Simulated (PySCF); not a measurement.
Series: H3E-E'H3. All species are isolated molecules in the gas phase. Strings in code marks are SMILES.

Quantity: vertical ionisation energy (energy after one electron is removed minus that of the parent at the parent's geometry), in eV.

Case: `[GeH3][GeH3]`. Geometry of `[GeH3][GeH3]` (neutral, multiplicity 1, Å):

```xyz
8

Ge    -1.2155     0.0715     0.0262
Ge     1.2155    -0.0715    -0.0262
H     -1.6610     1.3812     0.7017
H     -1.7858     0.0390    -1.4034
H     -1.8045    -1.1118     0.8156
H      1.7856    -0.0433     1.4036
H      1.8047     1.1141    -0.8119
H      1.6610    -1.3792    -0.7056
```

**Question.** Give the vertical ionisation energy (energy after one electron is removed minus that of the parent at the parent's geometry) at the level PBE-D3(BJ)/def2-TZVP // B3LYP-D3(BJ)/def2-TZVP (PySCF).

**Answer.** 10.10 eV.
